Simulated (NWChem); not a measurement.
System: C₂H₂F₄; SMILES FC(F)C(F)F

The following NWChem deck was run.

```
start job
memory heap 200 mb stack 900 mb global 1100 mb
geometry units angstroms noautoz
  F      1.092274    -1.356110     0.078717
  C     -0.000047    -0.687065    -0.324880
  F     -1.092296    -1.356140     0.078907
  C     -0.000047     0.687065     0.324880
  F     -1.092297     1.356139    -0.078907
  F      1.092273     1.356111    -0.078717
  H     -0.000181    -0.605324    -1.426359
  H     -0.000181     0.605324     1.426358
end
basis spherical
  * library 6-31g*
end
dft
  xc slater vwn_5
  iterations 150
  mulliken
end
task dft energy
```

Geometry: optimised at PBE0/def2-SVP.

Task: Give the results of this calculation. (LDA (Slater exchange, VWN5)/6-31G* (spherical d).) Quantities: energy (Ha); highest occupied level (eV); orbital gap (eV).

Result: energy (Ha): -473.53
highest occupied level (eV): -7.54
orbital gap (eV): 8.65
